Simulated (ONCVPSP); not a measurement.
## Logarithmic derivatives: aluminium (Al), ONCV

```
Element                 : aluminium (Al)
Generator               : ONCVPSP 4.0.1
Type                    : optimised norm-conserving Vanderbilt (ONCV)
Functional              : PBE
Relativity              : scalar-relativistic
Frozen core             : [He]
Valence charge          : 11
Reference configuration : 2s2 2p6 3s2 3p1
Partial waves           : 2s+3s: rc 1.10 bohr, ncon 4, nbas 8, qcut 12 1/bohr, 2 projectors; 2p+3p: rc 1.00 bohr, ncon 5, nbas 10, qcut 15.1 1/bohr, 2 projectors; d scattering state at 0.35 Ha: rc 0.90 bohr, ncon 4, nbas 8, qcut 12.7 1/bohr, 2 projectors, debl 0.6 Ha
Local potential         : polynomial inside 0.60 bohr (lpopt 5, dvloc0 2 Ha)
Core correction         : polynomial model core, fcfact 0.6
```

The phase is arctan(r·R′/R) of the radial function R(r), unwrapped; energies in Ha, scanned from -5 to 5 Ha. A pole is an energy at which the radial function vanishes at the test radius. The pseudo phase is shifted by a multiple of π to meet the all-electron one at the reference energy, and phase errors are pseudo minus all-electron; the curves can meet again beyond the range given. Levels narrower than the energy grid can be missing from the lists of poles.

Question: For each channel, where are the poles, and over which energies does the pseudopotential scatter like the atom?

Answer:

```csv
channel,radius (bohr),reference energy (Ha),"poles, all-electron","poles, pseudo",unbroken range about the reference energy with phases within 0.05 rad,phase error 1 Ha above the reference energy (rad)
s,1.12,-0.28,-3.26,-3.26,the whole range,+0.000
p,1.02,-0.10,-1.56,-1.56,the whole range,+0.000
d,0.91,0.35,none,none,the whole range,+0.000
```

Phases in the p channel:

| E (Ha) | all-electron | pseudo |
| --- | --- | --- |
| -4.96 | 0.816 | 0.816 |
| -4.48 | 0.623 | 0.623 |
| -4.00 | 0.279 | 0.279 |
| -3.52 | -0.288 | -0.288 |
| -3.04 | -0.865 | -0.865 |
| -2.56 | -1.223 | -1.223 |
| -2.08 | -1.429 | -1.429 |
| -1.60 | -1.562 | -1.562 |
| -1.12 | -1.659 | -1.659 |
| -0.64 | -1.739 | -1.739 |
| -0.16 | -1.812 | -1.812 |
| 0.32 | -1.885 | -1.885 |
| 0.80 | -1.965 | -1.965 |
| 1.28 | -2.058 | -2.058 |
| 1.76 | -2.174 | -2.173 |
| 2.24 | -2.324 | -2.324 |
| 2.72 | -2.528 | -2.527 |
| 3.20 | -2.801 | -2.799 |
| 3.68 | -3.132 | -3.130 |
| 4.16 | -3.469 | -3.466 |
| 4.64 | -3.751 | -3.749 |
